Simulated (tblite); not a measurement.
Species: C5H16SSi2.
Structure used (GFN2-xTB), in Å, numbered top down from 1:
```
atom  x, y, z in Å
C1     0.8328   -1.9440    0.2884
Si2    0.6015   -0.0599    0.2390
S3     1.7314    0.7742   -1.4110
Si4    3.7012    0.0005   -1.1128
C5    -1.2209    0.4644   -0.0288
C6    -2.0751   -0.0485    1.1301
C7    -1.7586   -0.1073   -1.3419
C8    -1.3151    1.9897   -0.0793
H9     0.2230   -2.3959    1.0642
H10    0.5630   -2.4018   -0.6595
H11    1.8690   -2.1973    0.4925
H12    1.1382    0.5412    1.4673
H13    4.5305    0.8447   -1.9537
H14    4.0300    0.1107    0.3035
H15    3.7293   -1.3971   -1.5283
H16   -3.1116    0.2622    1.0028
H17   -2.0532   -1.1348    1.1818
H18   -1.7169    0.3458    2.0785
H19   -1.7565   -1.1955   -1.3246
H20   -2.7826    0.2268   -1.5076
H21   -1.1508    0.2278   -2.1796
H22   -0.9670    2.4310    0.8524
H23   -0.7068    2.3806   -0.8915
H24   -2.3465    2.3021   -0.2406
```

All values are computed: GFN2-xTB (tblite) harmonic vibrations without scaling, gas phase. Errors from tens to a few hundred cm⁻¹ against measured bands are possible. Modes of hydrogen on silicon can be 10 to 20 % off. One conformer, not necessarily the lowest.

Harmonic wavenumbers (cm⁻¹): 27.1, 38.8, 82.8, 92.3, 121.7, 134.4, 152.8, 166.5, 217.1, 245.2, 255.0, 272.7, 280.9, 358.0, 385.3, 391.4, 470.6, 516.3, 531.7, 565.5, 612.1, 626.5, 651.6, 753.7, 754.7, 774.4, 788.7, 821.0, 825.9, 891.1, 968.1, 973.8, 974.5, 1035.3, 1037.1, 1223.5, 1226.3, 1236.9, 1365.7, 1409.9, 1411.8, 1432.2, 1476.0, 1480.5, 1497.4, 1498.3, 1501.1, 1511.9, 1515.1, 1517.4, 2202.4, 2293.5, 2306.0, 2365.6, 3000.8, 3002.6, 3008.4, 3019.2, 3023.6, 3026.9, 3031.3, 3032.0, 3034.1, 3037.7, 3040.0, 3047.4.

A = 2084, B = 666.8, C = 588.6 MHz; mass 164.051 u (most abundant isotopes); point group C1, symmetry number 1.

What is the zero-point energy?

½Σν̃ = 42285 cm⁻¹ = 120.90 kcal/mol.

What is S at 298.15 K and 1 bar for an ideal gas of classical rigid rotors and harmonic oscillators?

Translation 41.22, rotation 30.35, vibration 47.42: S = 119.0 cal/(mol K).

And Cp and H(298.15 K) − H(0)?

Cp = 52.57 cal/(mol K), of which vibrations give 44.62 (their classical limit is 66 R = 131.2); H(298.15 K) − H(0) = 9.53 kcal/mol without the zero-point energy, 7.16 from vibrations.

What must be added to the electronic energy to get the Gibbs energy at 298.15 K and 1 bar?

ZPE + [H(298.15 K) − H(0)] − T·S = 120.90 + 9.53 − 35.48 = 94.95 kcal/mol.

Which modes carry the vibrational entropy at 298.15 K?

27.1 cm⁻¹: 6.03; 38.8 cm⁻¹: 5.32; 82.8 cm⁻¹: 3.82; 92.3 cm⁻¹: 3.61; 121.7 cm⁻¹: 3.07; 134.4 cm⁻¹: 2.88 cal/(mol K); the other 60 give 22.68 together.

Hindered rotation and anharmonicity are outside this model. Other conformers, if any are populated, would add a mixing term that is left out. The structure is chiral; the term R ln 2 for an equal mix with its mirror image is left out.

On one thread, Arm Neoverse N1 (aarch64), no GPU (shared host), this took 2.7 s of wall time. The figure is for the frequency step alone.
